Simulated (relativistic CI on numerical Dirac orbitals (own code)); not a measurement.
# Level scheme of Zn²⁸⁺

Calculated at this level of theory: Dirac-Coulomb-Breit CI, KLI orbitals optimised for each configuration, QED by a radiative potential, unscaled Slater integrals (own radial code, finite nucleus).

CI space: 1s2, 1s.2s, 1s.2p, 1s.3s, 1s.3p, 1s.3d, 1s.4s, 1s.4p, 1s.4d, 1s.4f, 1s.5s, 1s.5p, 1s.5d, 1s.5f, 1s.5g, 1s.6s, 1s.6p, 1s.6d. Levels of other configurations are missing.

```
No.  Configuration  Term  J   E (eV)    %  Next component (%)
  1            1s2    1S  0      0.0  100                    
  2          1s.2s    3S  1   8911.1  100                    
  3          1s.2p   3P°  0   8945.9  100                    
  4          1s.2p   3P°  1   8948.5   87              13 1P°
  5          1s.2s    1S  0   8948.7  100                    
  6          1s.2p   3P°  2   8976.8  100                    
  7          1s.2p   1P°  1   8997.4   87              13 3P°
  8          1s.3s    3S  1  10563.2  100                    
  9          1s.3p   3P°  0  10572.8  100                    
 10          1s.3s    1S  0  10573.3  100                    
 11          1s.3p   3P°  1  10573.6   86              14 1P°
 12          1s.3p   3P°  2  10582.0  100                    
 13          1s.3d    3D  2  10586.9   64               36 1D
 14          1s.3d    3D  1  10587.1  100                    
 15          1s.3p   1P°  1  10587.7   86              14 3P°
 16          1s.3d    3D  3  10590.0  100                    
 17          1s.3d    1D  2  10590.4   64               36 3D
 18          1s.4s    3S  1  11135.7  100                    
 19          1s.4p   3P°  0  11139.6  100                    
 20          1s.4s    1S  0  11139.8  100                    
 21          1s.4p   3P°  1  11139.9   86              14 1P°
 22          1s.4p   3P°  2  11143.5  100                    
 23          1s.4d    3D  2  11145.5   65               35 1D
 24          1s.4d    3D  1  11145.6  100                    
 25          1s.4p   1P°  1  11145.8   86              14 3P°
 26          1s.4d    3D  3  11146.8  100                    
 27          1s.4f   3F°  3  11146.9   57              43 1F°
 28          1s.4f   3F°  2  11147.0  100                    
 29          1s.4d    1D  2  11147.0   65               35 3D
 30          1s.4f   3F°  4  11147.6  100
```

Energies count from the lowest computed level; ° marks odd parity.

The mean weight of the leading LS term, summed over parents, in these 30 levels is 91 %, and that of the leading jj configuration (from the same eigenvectors) 99 %.

At this charge energies of transitions that change n are usually good to better than 1 %, and those within a shell (Δn = 0) to a few per cent.

LS names give the leading component of a level, which can be under half, so a name can repeat, a term be missing and a line seem to break the LS rules.
